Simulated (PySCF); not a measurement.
Identify the unknown among the candidates.

All candidates are C6H12O2.

- Dipole: 1.92 D [CAM-B3LYP/def2-SVPD]
- 13C NMR: chemical shifts (computed TMS as zero) by class: 183.3 (1 C), 52.1 (1 C), 38.9 (1 C), 28.7 (3 C) ppm [GIAO PBE0/pcSseg-1]
- XPS: C1s 290.5 (×3), C1s 291.0, C1s 292.5, C1s 294.1, O1s 537.5, O1s 539.3 eV [ΔSCF SCAN, pcX-2 on the ionised atom, pcseg-1 elsewhere, spin-free X2C]
- Rotational structure: rotational constants A, B, C: 3.167, 1.520, 1.337 GHz [PBE0-D3(BJ)/def2-SVP]
- NMR, other nuclei: isotropic shieldings of nuclei other than C and H, by class: -103 (1 O), 154 (1 O) ppm [GIAO PBE0/pcSseg-1]
- Triplet: lowest triplet excitation (Tamm–Dancoff): 5.37 eV [TDA CAM-B3LYP/def2-SVPD]
- UV, first state: lowest singlet excitation: 5.90 eV (210 nm, f = 0.002) [TDDFT CAM-B3LYP/def2-SVPD]

Electronic properties: PySCF, gas phase, density fitting. Levels stand in brackets. One conformer (not necessarily the lowest) at the PBE0-D3(BJ)/def2-SVP geometry, without solvent, vibrations or thermal averaging. Each NMR value is the plain mean over a class of atoms that symmetry, rotation or inversion makes alike.

Question: Which candidate is it?
A. `COC(=O)C(C)(C)C`
B. `CCCCC(=O)OC`
C. `CCCC1OCCO1`
D. `CCCOC(=O)CC`

Answer: A. It is `COC(=O)C(C)(C)C`. Numbering: `[CH3:1][O:2][C:3](=[O:4])[C:5]([CH3:6])([CH3:7])[CH3:8]`. Its formula, C6H12O2, gives 1 degree of unsaturation: 0 rings and 1 π bond in the structure found. 6 carbons fall into 4 classes; from least to most shielded: ester carbonyl carbon [C3] (183.3 ppm), methoxy carbon [C1] (52.1 ppm), sp3 carbon next to a carbonyl [C5] (38.9 ppm), methyl carbon [C6/C7/C8] (28.7 ppm, 3 C, up to 2.1 ppm apart in this geometry). The other shieldings belong to: -103 ppm, ester carbonyl oxygen [O4]; 154 ppm, ester single-bonded oxygen [O2]. The core levels belong to: C1s 290.5 eV, methyl carbon [C6/C7/C8]; C1s 291.0 eV, sp3 carbon next to a carbonyl [C5]; C1s 292.5 eV, methoxy carbon [C1]; C1s 294.1 eV, ester carbonyl carbon [C3]; O1s 537.5 eV, ester carbonyl oxygen [O4]; O1s 539.3 eV, ester single-bonded oxygen [O2]. One atom of each topological class was ionised and stands for its class. By its constants the optimised geometry is an asymmetric top.

The others, at the same levels:
- `CCCOC(=O)CC` fails: it has 6 carbon classes against 4; its computed 13C shifts are 178.4 (1 C), 66.4 (1 C), 28.8 (1 C), 24.2 (1 C), 10.9 (1 C), 9.6 (1 C) ppm, core binding energies are C1s 290.7, C1s 290.7, C1s 290.8, C1s 291.1, C1s 292.2, C1s 294.3, O1s 537.5, O1s 539.1 eV and rotational constant A is 6.078 GHz (against 3.167 GHz).
- `CCCC1OCCO1` fails: its computed core binding energies are C1s 290.4, C1s 290.5, C1s 290.5, C1s 292.3 (×2), C1s 293.2, O1s 538.4 (×2) eV, lowest singlet excitation is 7.47 eV (166 nm, f = 0.030) (against 5.90 eV) and lowest triplet excitation (Tamm–Dancoff) is 7.25 eV (against 5.37 eV).
- `CCCCC(=O)OC` fails: its computed core binding energies are C1s 290.4, C1s 290.5, C1s 290.5, C1s 291.0, C1s 292.5, C1s 294.3, O1s 537.5, O1s 539.4 eV, rotational constant A is 5.134 GHz (against 3.167 GHz) and smallest rotational constant is 0.848 GHz (against 1.337 GHz).

Each candidate is one conformer, not necessarily the lowest. The conformers computed, where there is a choice (atom-mapped SMILES and torsion angles):
- `[CH3:1][O:2][C:3](=[O:4])[C:5]([CH3:6])([CH3:7])[CH3:8]`: C1–O2–C3–O4 -1°, O2–C3–C5–C6 57°
- `[CH3:1][CH2:2][CH2:3][O:4][C:5](=[O:6])[CH2:7][CH3:8]`: C1–C2–C3–O4 176°, C2–C3–O4–C5 86°, C3–O4–C5–O6 0°, O4–C5–C7–C8 -177°
- `[CH3:1][CH2:2][CH2:3][CH2:4][C:5](=[O:6])[O:7][CH3:8]`: C1–C2–C3–C4 180°, C2–C3–C4–C5 69°, C3–C4–C5–O6 16°, C4–C5–O7–C8 -178°

The conformers of `CCCC1OCCO1` aren't listed.
